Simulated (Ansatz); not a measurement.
CH$_{4}$FGa (`[CH3][GaH][F]`). Charge 0, multiplicity 1.

Z-matrix (Å, degrees):
```
C
Ga 1 1.950
H 1 1.091 2 110.1
H 1 1.094 2 109.4 3 -118.5
H 1 1.091 2 111.7 3 122.1
F 2 1.767 1 114.1 3 28.2
H 2 1.559 1 133.5 3 -152.5
```

(1) List the harmonic frequencies (cm⁻¹, unscaled) at PBE0-D4/def2-TZVP in Ansatz. (Best estimate.)

## Answers

(1) The calculation gave: 14, 171, 420, 587, 599, 667, 725, 770, 1228, 1444, 1447, 2008, 3057, 3138, 3162.
